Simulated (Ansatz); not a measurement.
The cluster PbCl₂ was relaxed with PBE0-D4 (def2-TZVP) in Ansatz in these states: neutral quintet, neutral singlet, neutral triplet. The geometries follow in no particular order.

In the def2 sets Pb takes a core potential; there is no spin–orbit coupling.

A:

```xyz
3

Pb    0.4389    0.9395   -0.2208
Cl    0.6827   -1.2324   -1.3412
Cl   -1.1217    0.2929    1.5620
```

B:

Cartesian coordinates in Å:
```
Pb -0.3920 -0.1553 -0.5948
Cl -0.3377 2.2278 0.0879
Cl 0.7297 -2.0726 0.5070
```

C:

```xyz
3

Pb   -0.001    0.000    0.000
Cl   -0.323    3.044   -1.356
Cl    0.324   -3.044    1.355
```

Q: Judge from the bond lengths which geometry belongs to which state (an estimate).

A: A is the neutral singlet (Pb1–Cl2 2.456 Å, Pb1–Cl3 2.456 Å); B is the neutral triplet (Pb1–Cl2 2.480 Å, Pb1–Cl3 2.480 Å); C is the neutral quintet (Pb1–Cl2 3.348 Å, Pb1–Cl3 3.348 Å).
